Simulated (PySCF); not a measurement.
Compound: C₇H₆O₂ (charge +1 and doublet state).
Numbering: `[CH3:1][C+:2]1[CH:3][C:4](=[O:5])[CH:6]=[CH:7][C:8]1=[O:9]` (hydrogens: H10, H11, H12 on C1; H13 on C3; H14 on C6; H15 on C7)

Geometry (GFN2-xTB, Å), atoms numbered from 1 in this order:
```
atom  x, y, z in Å
C1     2.1923   -0.3876    0.0415
C2     0.7555   -0.0339   -0.0190
C3     0.2428    1.1915    0.0414
C4    -1.1988    1.5260    0.0683
O5    -1.6367    2.6312    0.1176
C6    -2.0715    0.3005    0.0339
C7    -1.5955   -0.9260   -0.0421
C8    -0.1433   -1.2521   -0.1654
O9     0.2782   -2.3413   -0.3780
H10    2.4479   -1.0450   -0.7916
H11    2.3986   -0.9570    0.9509
H12    2.8147    0.5032    0.0309
H13    0.8718    2.0746    0.0646
H14   -3.1303    0.5302    0.0752
H15   -2.2299   -1.8062   -0.0501
```

Computed with UKS B3LYP, pcH-1 on C H O, non-relativistic, mean-field spin-orbit, GIAO (PySCF). Geometry: GFN2-xTB; no solvent, vibrations or thermal averaging. The geometry wasn't refined by DFT: couplings that depend on bond lengths, twists or pyramidal angles can differ widely from those at the functional's own minimum, by a factor of two or more for some ions and for spin on atoms past the first row. The SCF solution wasn't tested for stability.

(1) Predict the first-order ENDOR lines of H15, H13, H14 and H10/H11/H12 under fast tumbling at B = 344.2 mT (X band).

(2) Which pairs are centred on the nuclear Larmor frequency, and which on half the coupling?

(3) At what field would the lower line of H14 fall to zero frequency?

Results:

(1) For S = 1/2 in fast tumbling each set of equivalent nuclei gives two lines, ν± = |νn ± a/2| to first order, with νn = g_N μN B/h and μN/h = 7.62259 MHz/T.

| nuclei | isotope | g_N | νn (MHz) | a_iso (MHz) | lower line (MHz) | upper line (MHz) |
| --- | --- | --- | --- | --- | --- | --- |
| H15 | 1H | 5.5857 | 14.66 | 71.15 | 20.92 | 50.23 |
| H13 | 1H | 5.5857 | 14.66 | 71.06 | 20.87 | 50.18 |
| H14 | 1H | 5.5857 | 14.66 | 63.13 | 16.91 | 46.22 |
| H10/H11/H12 | 1H | 5.5857 | 14.66 | 4.67 | 12.32 | 16.99 |

(2) Centred on νn, since |a| < 2νn: H10/H11/H12. Centred on |a|/2 and split by 2νn: H15, H13 and H14.

(3) Where νn = |a|/2, that is B = 31.57 MHz/(5.5857 × 7.62259 MHz/T) = 741 mT, as far as first order holds there.

Class means assume fast exchange of nuclei equivalent by connectivity; if that motion is slow, each nucleus keeps its own coupling. The three 1H nuclei of mean +4.7 MHz run from -4.7 to 15.7 MHz in the frozen geometry.

The Mulliken spin populations are largest on O5 (+0.36), O9 (+0.25), C3 (+0.10) and C6 (+0.08).

Time: 80 s (with the writing of density and orbital grids); peak memory 1.1 GiB. Hardware: Arm Neoverse V2, one thread, shared host with 96 logical CPUs at a one-minute load of 30.

The SMILES draws the unpaired electron on C3; the largest computed Mulliken spin population is on O5 (0.36 against 0.10).
